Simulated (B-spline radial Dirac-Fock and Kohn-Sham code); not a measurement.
## Kohn-Sham estimates against Dirac-Fock for the levels of Kr⁴⁺

System: Kr⁴⁺ in the configuration 1s2 2s2 2p6 3s2 3p6 3d10 4s2 4p2.

The density-functional columns are spherical, spin-unpolarised Dirac-Kohn-Sham results without Breit or QED terms: −ε is minus the orbital energy of the initial state and ΔSCF the difference of two total energies. The reference in the last column comes from Dirac-Fock (average of configuration) total-energy differences with a finite nucleus, the Breit interaction including its frequency dependence, and self-energy and vacuum-polarisation corrections. All numbers are from a B-spline atomic structure program, in eV; a selection of levels is shown. For the 1s level of heavy atoms much of the gap between ΔSCF and the reference is the Breit and QED part, -32.9 eV here; for other levels the error of the functional can be larger.

```
level   PBE −ε  PBE ΔSCF   LDA −ε  LDA ΔSCF  Dirac-Fock
    K  14211.5   14441.6  14188.7   14418.0     14388.8
   L1   1920.9    1961.0   1918.3    1958.6      1992.1
   L2   1741.6    1790.4   1740.8    1789.7      1793.6
   L3   1687.7    1735.1   1687.1    1734.5      1740.7
   M1    320.5     336.9    319.6     336.0       355.8
   M2    257.1     273.4    256.8     273.2       284.6
   M3    249.2     265.3    248.9     265.0       276.6
   M4    138.6     154.7    139.0     155.0       153.2
   M5    137.3     153.3    137.6     153.6       152.0
   N1    72.89     80.43    73.20     80.80       78.79
 N2,3    56.43     63.26    56.75     63.63       62.48
```

Task: Order the estimates of the K (1s) level by their distance from the Dirac-Fock value, nearest first.
A. LDA ΔSCF
B. LDA −ε
C. PBE −ε
D. PBE ΔSCF

Result: A (29.2 eV), D (52.8 eV), C (177.3 eV), B (200.1 eV).

Values without a named source are computed, but for edge energies of neutral atoms, which are taken from tables.
